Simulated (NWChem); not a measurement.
# C$_{2}$H$_{8}$OSi; SMILES C[C@@H](O)[SiH3]

```xyz
12

C     -1.1614     1.2604     0.1248
C      0.0352     0.4889    -0.3980
O      1.1987     1.0746     0.1683
Si    -0.0284    -1.3672     0.0523
H     -1.0619     2.3269    -0.1320
H     -2.1008     0.8844    -0.3081
H     -1.2276     1.1859     1.2213
H      0.0488     0.5817    -1.5047
H      1.9728     0.6706    -0.2373
H     -0.1656    -1.5285     1.5312
H      1.2586    -2.0010    -0.3796
H     -1.1588    -2.0731    -0.6303
```
Atoms are numbered in this order, from 1.

All runs: NWChem. The geometry was optimised at PBE0/def2-SVP. Hybrids' shares of exact exchange are those that their runs print; pure functionals count as 0. The functionals differ in more than this share.

```csv
row,share of exact exchange,orbital gap (eV)
PBE/def2-TZVP,0.00,5.49
TPSSh/def2-TZVP,0.10,withheld
B3LYP/def2-TZVP,0.20,7.28
PBE0/def2-TZVP,0.25,7.76
```

**Question.** Fit a straight line of the last column on the one before it, predict the withheld value, and compare with the run.

**Answer.** 
1. Means of the 3 shown rows: x = 0.150, y = 6.843. Slope Σ(x − x̄)(y − ȳ)/Σ(x − x̄)² = 0.3165/0.03500 = 9.043; intercept 5.487.
2. The shown rows scatter about the line by 0.012 (root mean square); the largest residual is -0.02, at B3LYP/def2-TZVP.
3. At x = 0.10 (TPSSh/def2-TZVP; inside the shown range) the line gives 6.39.
4. The run gives 6.72, +0.33 from the line.
